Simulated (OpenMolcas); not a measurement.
# Lines of Ta I: computed and rescaled rates

| Quantity | Value |
| --- | --- |
| Program | OpenMolcas |
| Method | MS-CASPT2, IPEA 0.25 Eh, imaginary shift 0.1 Eh (closed shells correlated: 5s 5p 6s) |
| Basis | ANO-RCC-VTZP [8s7p5d3f2g1h] |
| Scalar Hamiltonian | DKH2, point nucleus |
| Active space | 3 electrons in 5 orbitals (5d) |
| State averaging | 2S+1 = 4 even, 10 roots; 2S+1 = 2 even, 40 roots |
| Spin-orbit coupling | RASSI with atomic mean-field integrals over the reference wave functions, term energies averaged over their components |

Rates come from the transition moments of the reference wave functions (E1 and E2 in the length form). At fixed line strength A goes as λ^-3 for E1 and M1 and as λ^-5 for E2, so a rate at the computed wavelength can be rescaled to the measured one. Measured vacuum wavelengths follow from level energies in NIST Handbook of Basic Atomic Spectroscopic Data. Branching counts decays inside the model space alone, at computed energies, and the table is only a selection of the E2 and M1 lines, drawn from those between levels with measured partners whose computed energy lies within a factor of 1.5 of the measured one.

```csv
Upper,Lower,Type,λ computed (nm),λ measured (nm),A computed (s-1),A rescaled (s-1),Branching %
5d3 6s2 4F 5/2,5d3 6s2 4F 3/2,M1,4364,4975,4.77e-01,3.22e-01,100.0
5d3 6s2 4F 7/2,5d3 6s2 4F 5/2,M1,4561,5118,4.16e-01,2.94e-01,100.0
5d3 6s2 4P 1/2 [73 %],5d3 6s2 4F 3/2,M1,1108,1653,1.65e-01,,66.1
5d3 6s2 4P 5/2,5d3 6s2 4F 7/2,M1,1303,1891,1.54e-01,,15.2
5d3 6s2 4F 9/2,5d3 6s2 4F 7/2,M1,5420,6035,1.48e-01,1.07e-01,100.0
5d3 6s2 4P 5/2,5d3 6s2 4F 5/2,M1,1014,1381,1.26e-01,,12.4
5d3 6s2 4P 1/2 [73 %],5d3 6s2 4F 3/2,E2,1108,1653,4.53e-02,6.13e-03,18.2
```

Spin-changing lines and M1 lines between different terms are not rescaled, since their strength hangs on the term gaps too.

The largest correction is for 5d3 6s2 4P 1/2 [73 %] → 5d3 6s2 4F 3/2 (E2): 4.53e-02 × (1108 / 1653)^5 = 6.13e-03 s-1, a factor of 0.14.

No measured rate stands beside these. Rescaling mends the energy factor alone: line strengths can still be far off where a level mixes with configurations outside the active space, and weak or spin-changing lines hang on small mixing coefficients that depend on the term gaps too, so rescaling need not improve them.

CASPT2 does not keep the components of a term degenerate, so their means are used; among the terms shown or strongly mixed into the levels shown the widest spread is 890 cm-1 (5d3 6s2 4F). With the s shell closed, the reference lacks s² → p², s² → d² and s → d mixing, so excited terms can stand far too high and out of order, with CASPT2 too. Some terms miss by over 15 % even with CASPT2, which points to a basis or an active space too small for the shells correlated. Measured partners are found by configuration, term and J. A level has none where our copy of the source lacks it or the pairing is in doubt (some pairs that miss far off the trend of their configuration count as doubtful). Only configurations of the active space appear.

A share in square brackets marks a mixed level and gives the weight of the term that names it.
